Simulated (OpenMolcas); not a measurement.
Computed levels of 3s² 3p² in ions with 14 electrons, in cm-1 above ³P₀.

| Quantity | Value |
| --- | --- |
| Program | OpenMolcas |
| Method | CASSCF |
| Basis | ANO-R2 |
| Scalar Hamiltonian | X2C, finite nucleus |
| Spin-orbit coupling | state interaction with AMFI integrals over the reference wave functions, term energies averaged over their components |

Active space for each ion: 2 electrons in 3 orbitals (3p).

```tsv
Level	Si	S2+	Cl3+
³P₁	66.6	268	446
³P₂	196	765	1249
¹D₂	8902	14265	16812
¹S₀	21884	34668	40555
```

Question: Estimate ³P₂, ¹D₂, ¹S₀ for P+ from its neighbours Si and S2+.

Answer: ³P₂ is fine structure, which grows about as the fourth power of a screened charge, so the fourth roots are averaged: ((196^0.25 + 765^0.25) / 2)^4 = 410. The calculation gives 424, so the estimate is off by -3.3 %; the measured value is 469 (NIST Handbook of Basic Atomic Spectroscopic Data).
¹D₂ is another term, which grows about linearly with the charge: (8902 + 14265) / 2 = 11584. The calculation gives 11596, so the estimate is off by -0.1 %; the measured value is 8882 (NIST Handbook of Basic Atomic Spectroscopic Data).
¹S₀ is another term, which grows about linearly with the charge: (21884 + 34668) / 2 = 28276. The calculation gives 28327, so the estimate is off by -0.2 %; the measured value is 21576 (NIST Handbook of Basic Atomic Spectroscopic Data).

With the s shell closed, the reference lacks s² → p² mixing. Without dynamic correlation excited terms often stand tens of per cent too high (terms of higher spin than the ground term too low), and those without a measured partner can miss by more than the paired ones (holds for Si; P+). Computed and measured levels are paired by configuration, term and J; levels that our copy of the source lacks, or whose pairing is in doubt (as where it misses far off the trend of its configuration), stay unpaired and out of the deviations. Levels of configurations outside the active space are missing.
